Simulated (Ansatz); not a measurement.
Geometry optimisation, DFT r2SCAN-D3(BJ), scalar-relativistic, plane waves, PAW in Ansatz 0.2.0.

Input file:

```yaml
accuracy: low
crystal:
  lattice:
    - [6.782423, 0.0, 0.0]
    - [0.0, 6.782423, 0.0]
    - [0.0, 0.0, 6.782423]
  atoms:
    - { symbol: H, position: [0.4242865, 0.743301, 0.8458728] }
    - { symbol: H, position: [0.3895882, 0.7495846, 0.7430644] }
    - { symbol: H, position: [0.5544857, 0.6832316, 0.3983941] }
    - { symbol: H, position: [0.5757244, 0.6898719, 0.2920087] }
    - { symbol: H, position: [1.0371578, 0.3270596, 0.2131405] }
    - { symbol: H, position: [0.9430405, 0.3236001, 0.2673897] }
    - { symbol: S, position: [0.5907513, 0.4257601, 0.7098811] }
    - { symbol: C, position: [0.3687598, 0.3784647, 0.7481125] }
    - { symbol: S, position: [0.1467684, 0.3311693, 0.786344] }
    - { symbol: S, position: [0.8826172, 0.8787445, 0.2475232] }
    - { symbol: C, position: [0.8054252, 0.917952, 0.034256] }
    - { symbol: S, position: [0.7282333, 0.9571594, -0.1790111] }
    - { symbol: S, position: [0.4831409, 0.3820979, 0.3200717] }
    - { symbol: C, position: [0.4292054, 0.2244953, 0.1612288] }
    - { symbol: S, position: [0.37527, 0.0668926, 0.0023859] }
basis:
  ecutwfc: 500.0
kpoints:
  mp_grid: { grid: [1, 1, 1] }
hamiltonian:
  xc: r2scan
  dispersion: d3bj
scf:
  occupations: { method: fermi_dirac, width: 0.02 }
  lower_state_search: "off"
relax:
  f_tol: 0.3
  max_steps: 15
  adjacent_minimum: "off"
```

Run as:

```bash
$ ansatz run input.yaml --threads 1 --pin off --max-ram 3072MiB --backend cpu --events-out ev --progress --plain --runs-dir out
```

Q: Where does it end, and by what steps?

A: The run converged. The threshold is loose, so the end isn't yet a minimum. The force dipped under the threshold on the way, but the program's further checks kept it going. Limits of this set-up: coarse k mesh, low accuracy level. After 13 steps the energy has fallen by 3.426 eV; H2 moved furthest, 1.71 Å.

```
step  energy less start (eV)  largest force component (eV/Å)  accepted
   0                  0.0000                           2.063       yes
   1                 -0.9908                           1.108       yes
   2                 -1.5751                           0.563       yes
   3                 -1.9704                           0.443       yes
   4                 -2.2710                           0.608       yes
   5                 -2.5138                           0.931       yes
   6                 -2.7171                           0.599       yes
   7                 -2.8935                           0.599       yes
   8                 -3.0527                           0.707       yes
   9                 -3.1775                           1.024       yes
  10                 -3.2865                           0.845       yes
  11                 -3.3697                           0.643       yes
  12                 -3.4259                           0.251       yes
  13                 -3.4259                           0.252       yes
```

```xyz
15
Lattice="6.7824 0.0000 0.0000 0.0000 6.7824 0.0000 0.0000 0.0000 6.7824" Properties=species:S:1:pos:R:3
H 1.957 5.704 4.604
H 1.441 5.834 4.081
H 3.935 5.317 3.578
H 4.098 5.341 2.849
H 7.109 1.946 1.706
H 6.370 1.807 1.703
S 3.882 3.518 5.663
C 2.510 2.955 5.192
S 1.130 2.411 4.715
S 6.237 4.934 1.174
C 6.002 5.776 -0.114
S 5.764 6.607 -1.403
S 3.418 2.179 2.103
C 2.942 0.875 1.397
S 2.446 -0.406 0.671
```

Whether the end is a true minimum wasn't checked by a vibrational analysis.

The run took 2.7 min on 1 thread of Arm Neoverse V1, with other jobs on the host, peak memory 0.6 GiB.
